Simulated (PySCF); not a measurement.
PySCF input file for FH6NSi2, SMILES F[SiH2]N[SiH3], PBE0-D3(BJ)/def2-SVP. Coordinates come from a PBE0-D3(BJ)/def2-SVP optimisation. The values are those of a single conformer.

```python
import numpy as np
from pyscf import gto, scf, dft, df
from pyscf.hessian import thermo

mol = gto.M(
    atom='''
    Si    0.95307982   -0.78756263   -0.17309256
    F     2.10815264    0.05960774    0.60070654
    N    -0.34984236    0.20766907   -0.69269051
    Si   -1.79094942    0.65745542    0.18898142
    H     0.43374993   -1.78566801    0.79536418
    H     1.61104724   -1.39168616   -1.36140980
    H    -0.20478205    0.68855509   -1.57765298
    H    -3.01128251    0.43710096   -0.64561187
    H    -1.78120262    2.09284608    0.60837057
    H    -1.84183297   -0.20980002    1.40097076
    ''',
    basis='def2-SVP',
    charge=0,
    spin=0,
    max_memory=1600,
    verbose=3,
)
mf = dft.RKS(mol, xc='pbe0').density_fit(auxbasis='def2-universal-jkfit')
mf.disp = 'd3bj'
mf.grids.level = 3
mf.conv_tol = 1e-11
mf.max_cycle = 100
mf.kernel()

# [left out here: the lines that compute and print the analytic Hessian (its translational invariance restored by hand, since the grid's response is missing), thermochemistry and intensities]
```

It prints:

```
converged SCF energy = -736.578227253223

WARN: DFTD3 does not support analytical Hessian, using finite difference


WARN: Mole.unit (angstrom) is changed to Bohr

Mode                                 0                   1                   2
Irrep
Freq [cm^-1]                       64.5821             83.7371            202.2476
Reduced mass [au]                   3.9634              1.1554              2.9344
Force const [Dyne/A]                0.0097              0.0048              0.0707
Char temp [K]                      92.9193            120.4790            290.9892
Normal mode                   x     y     z       x     y     z       x     y     z
       0  Si                -0.01  0.01  0.05    0.00 -0.01  0.01    0.07 -0.01 -0.03
       1   F                 0.11 -0.04 -0.08   -0.02  0.05 -0.02    0.04 -0.02  0.02
       2   N                 0.03  0.09  0.07   -0.02 -0.06 -0.02   -0.04 -0.08  0.09
       3  Si                -0.06 -0.02 -0.03    0.01  0.01  0.01   -0.07  0.05 -0.01
       4   H                -0.06  0.11  0.13    0.02  0.01  0.05    0.22 -0.17 -0.12
       5   H                -0.11 -0.11  0.05    0.02 -0.04  0.04    0.05  0.21 -0.15
       6   H                 0.08  0.13  0.10   -0.01 -0.04 -0.01   -0.09 -0.15  0.05
       7   H                 0.03  0.02 -0.18    0.06  0.52 -0.19   -0.02  0.08 -0.10
       8   H                -0.14 -0.06  0.08    0.27 -0.12  0.45   -0.01  0.08 -0.11
       9   H                -0.17 -0.12 -0.11   -0.28 -0.33 -0.25   -0.23  0.14  0.05
Mode                                 3                   4                   5
Irrep
Freq [cm^-1]                      296.8957            428.9449            598.5613
Reduced mass [au]                   3.8566              1.2627              1.9344
Force const [Dyne/A]                0.2003              0.1369              0.4083
Char temp [K]                     427.1668            617.1562            861.1965
Normal mode                   x     y     z       x     y     z       x     y     z
       0  Si                 0.01 -0.09 -0.01   -0.01 -0.01 -0.01    0.07 -0.04 -0.05
       1   F                -0.09  0.08 -0.05   -0.04  0.01 -0.00   -0.00  0.01  0.03
       2   N                 0.07  0.04  0.10    0.06  0.08  0.06    0.02  0.03 -0.06
       3  Si                 0.01  0.01 -0.01    0.02  0.00 -0.00   -0.06  0.02  0.04
       4   H                 0.05 -0.15 -0.06    0.10 -0.04  0.03   -0.19  0.28  0.15
       5   H                 0.03 -0.05 -0.02   -0.12 -0.00 -0.08    0.15 -0.49  0.23
       6   H                 0.22  0.25  0.23   -0.34 -0.61 -0.38   -0.12  0.02 -0.09
       7   H                 0.05 -0.04 -0.06    0.13 -0.07 -0.16   -0.05  0.01  0.02
       8   H                -0.05  0.03 -0.06   -0.19 -0.03  0.12   -0.10  0.02  0.04
       9   H                -0.06  0.04  0.01    0.00 -0.06 -0.04   -0.08  0.03  0.04
Mode                                 6                   7                   8
Irrep
Freq [cm^-1]                      620.7883            718.6534            780.9015
Reduced mass [au]                   1.4202              1.2291              1.2638
Force const [Dyne/A]                0.3225              0.3740              0.4541
Char temp [K]                     893.1762           1033.9822           1123.5434
Normal mode                   x     y     z       x     y     z       x     y     z
       0  Si                -0.02  0.05 -0.04    0.01 -0.00 -0.00   -0.02 -0.02  0.04
       1   F                -0.02 -0.02  0.00   -0.01 -0.00  0.00    0.03  0.01 -0.03
       2   N                 0.00 -0.03  0.06    0.04  0.07  0.04    0.03  0.04 -0.06
       3  Si                 0.05 -0.04  0.01   -0.03 -0.04 -0.03   -0.01 -0.01  0.03
       4   H                -0.17  0.23  0.08    0.03  0.01  0.02   -0.32 -0.27 -0.39
       5   H                -0.04 -0.15  0.06   -0.04 -0.03 -0.01    0.48  0.25  0.17
       6   H                -0.16  0.05  0.08   -0.08 -0.13 -0.09   -0.09 -0.07 -0.14
       7   H                 0.25  0.03 -0.31   -0.36  0.30  0.37    0.06  0.03 -0.10
       8   H                 0.18  0.05 -0.30    0.61  0.00 -0.18    0.04  0.02 -0.08
       9   H                -0.44  0.20  0.16    0.01  0.09  0.07   -0.24  0.12  0.11
Mode                                 9                  10                  11
Irrep
Freq [cm^-1]                      835.0056            867.4884            922.6886
Reduced mass [au]                   1.5929              3.5327              1.0986
Force const [Dyne/A]                0.6544              1.5663              0.5511
Char temp [K]                    1201.3872           1248.1227           1327.5435
Normal mode                   x     y     z       x     y     z       x     y     z
       0  Si                 0.01  0.04 -0.01   -0.05 -0.05 -0.04   -0.03  0.03 -0.01
       1   F                -0.03 -0.03 -0.03    0.11  0.09  0.07    0.01 -0.00  0.01
       2   N                -0.02 -0.05  0.12   -0.05  0.01  0.04    0.01 -0.00  0.01
       3  Si                 0.01  0.01 -0.04    0.02 -0.00 -0.02   -0.03 -0.01  0.01
       4   H                -0.42  0.16 -0.12   -0.33 -0.06 -0.20    0.35 -0.31 -0.15
       5   H                 0.37 -0.03  0.22   -0.20 -0.12 -0.08    0.11 -0.39  0.27
       6   H                -0.07 -0.11  0.08   -0.13  0.00  0.03    0.05 -0.01  0.01
       7   H                -0.07 -0.03  0.10   -0.00  0.00  0.01    0.19  0.19 -0.34
       8   H                -0.03 -0.04  0.13    0.02 -0.01  0.00    0.14  0.02 -0.08
       9   H                 0.34 -0.12 -0.11    0.09 -0.03 -0.03    0.45  0.05  0.06
Mode                                12                  13                  14
Irrep
Freq [cm^-1]                      929.1161            950.9755            959.1901
Reduced mass [au]                   1.0845              1.3271              1.4784
Force const [Dyne/A]                0.5516              0.7071              0.8014
Char temp [K]                    1336.7911           1368.2420           1380.0609
Normal mode                   x     y     z       x     y     z       x     y     z
       0  Si                -0.03  0.01 -0.01   -0.03 -0.02 -0.02    0.02 -0.04  0.01
       1   F                 0.01  0.00  0.01    0.02  0.02  0.01   -0.00 -0.01 -0.00
       2   N                 0.01 -0.01  0.01    0.07 -0.03 -0.01   -0.11  0.07  0.01
       3  Si                 0.01  0.03  0.02   -0.04  0.00  0.04    0.04 -0.02 -0.01
       4   H                 0.17 -0.11 -0.03   -0.14  0.32  0.28    0.17  0.07  0.20
       5   H                 0.14 -0.14  0.15    0.11  0.40 -0.16    0.24  0.14  0.05
       6   H                 0.03 -0.06 -0.02    0.23 -0.12 -0.03   -0.35  0.19  0.03
       7   H                -0.05 -0.31  0.18    0.12  0.14 -0.23   -0.02  0.37 -0.04
       8   H                 0.10  0.13 -0.39    0.10  0.08 -0.25   -0.25  0.09 -0.33
       9   H                -0.25 -0.53 -0.39    0.30 -0.14 -0.06    0.12 -0.12 -0.08
Mode                                15                  16                  17
Irrep
Freq [cm^-1]                      967.5080           1008.2727           1209.2053
Reduced mass [au]                   1.2175              1.3298              1.5491
Force const [Dyne/A]                0.6715              0.7965              1.3345
Char temp [K]                    1392.0286           1450.6799           1739.7772
Normal mode                   x     y     z       x     y     z       x     y     z
       0  Si                 0.05  0.03  0.03   -0.06  0.02 -0.04    0.03 -0.01 -0.01
       1   F                -0.03 -0.01 -0.02    0.03  0.01  0.02   -0.00 -0.00  0.00
       2   N                 0.03 -0.03 -0.02    0.06 -0.04  0.02   -0.14  0.07  0.01
       3  Si                -0.01 -0.01  0.03    0.02 -0.01 -0.00    0.02 -0.01  0.00
       4   H                -0.32 -0.12 -0.32    0.15 -0.00  0.06   -0.08  0.05 -0.00
       5   H                -0.43 -0.15 -0.14    0.18 -0.06  0.13    0.04 -0.07  0.03
       6   H                 0.06 -0.04 -0.02    0.25 -0.15 -0.01    0.67 -0.35 -0.09
       7   H                -0.06  0.35 -0.01   -0.23  0.37  0.26    0.06 -0.01 -0.07
       8   H                -0.26  0.11 -0.35   -0.50 -0.01  0.02    0.05  0.01 -0.06
       9   H                 0.08 -0.16 -0.10   -0.20  0.14  0.09   -0.08  0.03  0.03
Mode                                18                  19                  20
Irrep
Freq [cm^-1]                     2222.0773           2230.4049           2253.3715
Reduced mass [au]                   1.0495              1.0286              1.0428
Force const [Dyne/A]                3.0530              3.0147              3.1197
Char temp [K]                    3197.0745           3209.0561           3242.1000
Normal mode                   x     y     z       x     y     z       x     y     z
       0  Si                 0.00  0.00  0.00    0.00  0.00  0.00   -0.00 -0.00  0.00
       1   F                -0.00 -0.00 -0.00   -0.00  0.00 -0.00    0.00 -0.00  0.00
       2   N                -0.00  0.00 -0.00   -0.00  0.00  0.00    0.00 -0.00 -0.00
       3  Si                 0.01  0.03  0.02   -0.02  0.01 -0.01   -0.00  0.02 -0.03
       4   H                -0.00 -0.00  0.00   -0.01 -0.02  0.02    0.04  0.09 -0.08
       5   H                 0.00 -0.00 -0.01    0.02 -0.02 -0.05   -0.00 -0.00  0.01
       6   H                 0.00  0.00  0.00   -0.00  0.00  0.00    0.00  0.00 -0.00
       7   H                -0.38 -0.06 -0.26    0.70  0.14  0.48    0.07  0.02  0.04
       8   H                -0.01 -0.82 -0.23   -0.02 -0.45 -0.14   -0.00 -0.03 -0.02
       9   H                 0.01  0.01  0.01   -0.00  0.06 -0.09   -0.03 -0.56  0.78
Mode                                21                  22                  23
Irrep
Freq [cm^-1]                     2273.2360           2287.7072           3611.8743
Reduced mass [au]                   1.0347              1.0473              1.0747
Force const [Dyne/A]                3.1502              3.2294              8.2604
Char temp [K]                    3270.6805           3291.5014           5196.6830
Normal mode                   x     y     z       x     y     z       x     y     z
       0  Si                -0.01  0.02  0.02    0.02  0.02 -0.03   -0.00  0.00  0.00
       1   F                 0.00  0.00  0.00    0.00  0.00 -0.00   -0.00  0.00 -0.00
       2   N                -0.00  0.00  0.00   -0.00 -0.00 -0.00   -0.01 -0.03  0.06
       3  Si                 0.00 -0.00 -0.00    0.00  0.00 -0.00    0.00 -0.00  0.00
       4   H                -0.09 -0.16  0.16   -0.33 -0.63  0.61    0.00  0.00 -0.00
       5   H                 0.42 -0.38 -0.76   -0.10  0.10  0.18   -0.00  0.00 -0.00
       6   H                -0.00  0.00  0.00   -0.00  0.00 -0.00    0.13  0.45 -0.84
       7   H                -0.04 -0.01 -0.03   -0.00 -0.00  0.00    0.00 -0.00 -0.00
       8   H                -0.00  0.03  0.01   -0.00  0.00  0.00    0.00 -0.00 -0.00
       9   H                -0.00 -0.03  0.04   -0.00 -0.07  0.10    0.00  0.00 -0.00
temperature 298.1500 [K]
pressure 101325.00 [Pa]
Rotational constants [GHz] 11.27110 2.00200 1.87258
Symmetry number 1
Zero-point energy (ZPE) 0.06225 [Eh]   163430.425 [J/mol]
                           tot       elec      trans        rot        vib
Entropy [J/mol/K]       338.730      0.000    165.570    110.599     62.562
Cv [J/mol/K]             93.094      0.000     12.472     12.472     68.151
Cp [J/mol/K]            101.409      0.000     20.786     12.472     68.151
Internal energy [J/mol]                      3718.434   3718.434 173258.935
Internal energy [Eh]   -736.50940  -736.57823
Enthalpy [J/mol]                             6197.391   3718.434 173258.935
Enthalpy [Eh]          -736.50846
Gibbs free energy [J/mol]                  -43167.202 -29256.581 154606.179
Gibbs free energy [Eh] -736.54693
static polarisability / bohr^3: [[56.117 -6.895 -1.903]
 [-6.893 50.246 -0.193]
 [-1.902 -0.195 47.689]]
largest difference of analytic and finite-field dipole derivatives / e: 0.0007386783844935962
mode   freq/cm-1   IR/(km/mol)   Raman/(A^4/amu)   depolarisation
   1       64.58         1.145             0.038            0.724
   2       83.74         0.235             0.317            0.677
   3      202.25         0.502             0.447            0.345
   4      296.90        13.647             1.863            0.738
   5      428.94        69.281             4.282            0.740
   6      598.56        16.895            10.376            0.376
   7      620.79         1.212            12.279            0.389
   8      718.65        81.795             9.841            0.723
   9      780.90        77.556             8.334            0.641
  10      835.01        54.673             9.508            0.585
  11      867.49        43.876             4.764            0.709
  12      922.69       294.023            20.532            0.743
  13      929.12       122.753            20.385            0.742
  14      950.98       179.158             4.449            0.591
  15      959.19       139.180            20.241            0.707
  16      967.51       191.294             3.550            0.749
  17     1008.27        52.839            15.734            0.750
  18     1209.21       221.734             1.171            0.746
  19     2222.08       145.733           108.424            0.594
  20     2230.40       120.857           198.185            0.099
  21     2253.37        62.927            59.649            0.339
  22     2273.24       104.612           181.236            0.127
  23     2287.71       131.990            80.400            0.330
  24     3611.87        49.821            79.911            0.241
max |gradient| / (hartree/bohr): 0.00022157084995092562
APT charges: [ 1.684  -0.6552 -1.1755  1.3127 -0.2647 -0.2861  0.1973 -0.2824 -0.2894
 -0.2407]
```

The calculation finished and met its thresholds.
